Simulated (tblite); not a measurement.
C5H12F2Si.
SMILES with atom numbers: `[CH3:1][CH2:2][C@@H:3]([CH3:4])[CH2:5][SiH:6]([F:7])[F:8]` (hydrogens: H9, H10, H11 on C1; H12, H13 on C2; H14 on C3; H15, H16, H17 on C4; H18, H19 on C5; H20 on Si6)

Computed geometry: GFN2-xTB, gas phase.

Problem. List the bond lengths, angles and torsions at this level.

Solution. 
| bond | length (Å) | order |
| --- | --- | --- |
| C1–C2 | 1.524 | single |
| C2–C3 | 1.532 | single |
| C3–C4 | 1.528 | single |
| C3–C5 | 1.537 | single |
| C5–Si6 | 1.889 | single |
| Si6–F7 | 1.602 | single |
| Si6–F8 | 1.602 | single |
| C1–H9, C1–H10, C1–H11 | 1.087 | single |
| C2–H12 | 1.093 | single |
| C2–H13 | 1.093 | single |
| C3–H14 | 1.095 | single |
| C4–H15, C4–H16, C4–H17 | 1.088 | single |
| C5–H18 | 1.095 | single |
| C5–H19 | 1.092 | single |
| Si6–H20 | 1.444 | single |

Bonds in one row agree within 0.01 Å and their mean is given. Orders are formal, as drawn. A selection of angles:
| angle | degrees |
| --- | --- |
| C1–C2–C3 | 113.5 |
| C2–C3–C4 | 111.5 |
| C2–C3–C5 | 110.6 |
| C4–C3–C5 | 109.5 |
| C3–C5–Si6 | 115.2 |
| C5–Si6–F7 | 109.1 |
| C5–Si6–F8 | 109.6 |
| F7–Si6–F8 | 101.8 |

Torsions: C1–C2–C3–C4 68° (synclinal); C2–C3–C5–Si6 66° (synclinal); C3–C5–Si6–F7 154° (antiperiplanar).

Si6 (fluorine-bound silicon) is distorted tetrahedral (angles from 101.8° to 120.9°). Of the pairs four or more bonds apart, Si6···H12 is among the closest relative to their van der Waals radii: 2.82 Å, 85 % of the sum of Bondi's values.

Point group: C1 (no symmetry element, even within 0.4 Å). Its GFN2-xTB frequencies are all real (lowest 23 cm⁻¹). The numbers are those of one conformer.
